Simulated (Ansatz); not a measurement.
C$_{4}$H$_{6}$BCl, SMILES `B/C=C(\Cl)C=C`. Charge 0, multiplicity 1. The structure was optimised at the PBE0-D4/def2-TZVP level. It is one conformer, not always the lowest.

```xyz
12

B     1.221    1.679   -1.533
C     0.576    0.386   -1.038
C    -0.014    0.164    0.158
Cl   -0.116    1.402    1.356
C    -0.596   -1.117    0.517
C    -1.192   -1.419    1.667
H     1.254    2.658   -0.851
H     1.704    1.709   -2.627
H     0.563   -0.489   -1.686
H    -0.512   -1.869   -0.263
H    -1.292   -0.693    2.464
H    -1.596   -2.410    1.836
```

(1) What is the dipole moment at B3LYP/def2-TZVPP? (Estimate.)

(2) And with PBE, r2SCAN, ωB97M-V? (An estimate is asked.)

(3) Give the Mulliken charges with B3LYP, ωB97M-V, PBE in def2-TZVPP. (Estimate.)

## Answers

(1) Ansatz gave: 2.48 D, with components (-1.00, -2.19, 0.62) D in this frame, pointing from negative to positive charge.

(2) Computed: PBE 2.64 D, r2SCAN 2.61 D, ωB97M-V 2.34 D.

(3) The calculation gave: 
```csv
atom,B3LYP,ωB97M-V,PBE
B1,-0.11,-0.18,-0.11
C2,-0.18,-0.19,-0.14
C3,0.18,0.15,0.17
Cl4,-0.08,-0.04,-0.06
C5,-0.14,-0.13,-0.13
C6,-0.17,-0.17,-0.14
H7,0.04,0.08,0.02
H8,0.03,0.07,0.01
H9,0.10,0.10,0.09
H10,0.11,0.11,0.10
H11,0.11,0.10,0.09
H12,0.12,0.11,0.11
```

B3LYP here is the variant with VWN-RPA as its local correlation; programs differ in this.
